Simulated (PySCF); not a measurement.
CH3BeBrO. Atoms are numbered in the order given.

```xyz
7

Be     0.0000     0.0000    -0.5634
Br     0.0000     0.0000     1.4016
O      0.0000     0.0000    -1.9506
C      0.0000     0.0000    -3.3362
H     -0.8940     0.5161    -3.7273
H      0.8940     0.5161    -3.7273
H      0.0000    -1.0323    -3.7273
```

Geometry optimised at ωB97X-D3(BJ)/def2-SVP. One conformer was computed; it need not be the lowest.

Computed with C-PCM-ωB97X/def2-SVP in PySCF.

The values are the electrostatic part of the solvation free energy, E(continuum) − E(gas) at the gas-phase geometry, in a cavity of scaled van der Waals radii (PySCF's table); cavitation and dispersion terms are not included. A continuum can't describe solvent molecules that bind to the metal. In vacuum the orbital gap is 12.47 eV. The dipole moment in vacuum is 2.58 D.

```json
[
 {"solvent": "water", "ε": "78.36", "ΔG(elec) (kcal/mol)": "-4.0", "dipole (D)": "3.13", "gap (eV)": "12.68"},
 {"solvent": "chlorobenzene", "ε": "5.70", "ΔG(elec) (kcal/mol)": "-3.3", "dipole (D)": "3.03", "gap (eV)": "12.65"},
 {"solvent": "diethylether", "ε": "4.24", "ΔG(elec) (kcal/mol)": "-3.0", "dipole (D)": "2.99", "gap (eV)": "12.64"}
]
```
